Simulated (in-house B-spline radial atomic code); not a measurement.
Inner levels of neon as electrons are removed. A shift is the extra binding of the orbital against the neutral atom ([He] 2s2 2p6). The density at the nucleus is averaged over the nuclear charge. Computed with a radial B-spline atomic code at the basis-set limit: Dirac-Hartree-Fock, jj configuration that fills j = l - 1/2 first, finite nuclei.

A number in brackets counts the electrons of a j subshell.

```csv
ion,configuration,shift of 1s1/2 (eV),radius of 1s1/2 (bohr),Σ<r²> (bohr²),change of density at nucleus (bohr⁻³)
Ne,[He] 2s2 2p6,0,0.15737,9.3646,-
Ne+,[He] 2s2 2p1/2(2) 2p3/2(3),22.833,0.15731,6.7495,2.3747
Ne2+,[He] 2s2 2p1/2(2) 2p3/2(2),50.944,0.15719,4.9682,5.5162
Ne3+,[He] 2s2 2p1/2(2) 2p3/2(1),84.045,0.15699,3.6624,9.3788
Ne4+,[He] 2s2 2p1/2(2),121.96,0.15672,2.6652,13.952
Ne5+,[He] 2s2 2p1/2(1),?,?,?,?
Ne6+,[He] 2s2,?,?,?,?
Ne7+,[He] 2s1,?,?,?,?
Ne8+,1s2,303.53,0.1556,0.064913,-25.866
Ne9+,1s1,469.38,0.14973,0.029907,-313.31
```

**Question.** Fill in the row of Ne5+.

**Answer.** shift of 1s1/2 (eV): 164.33; radius of 1s1/2 (bohr): 0.15637; Σ<r²> (bohr²): 1.8734; change of density at nucleus (bohr⁻³): 19.189.

**Question.** Fill in the row of Ne6+.

**Answer.** shift of 1s1/2 (eV): 211.46; radius of 1s1/2 (bohr): 0.15591; Σ<r²> (bohr²): 1.2468; change of density at nucleus (bohr⁻³): 25.186.

**Question.** Fill in the row of Ne7+.

**Answer.** shift of 1s1/2 (eV): 256.12; radius of 1s1/2 (bohr): 0.15586; Σ<r²> (bohr²): 0.61541; change of density at nucleus (bohr⁻³): 1.7246.
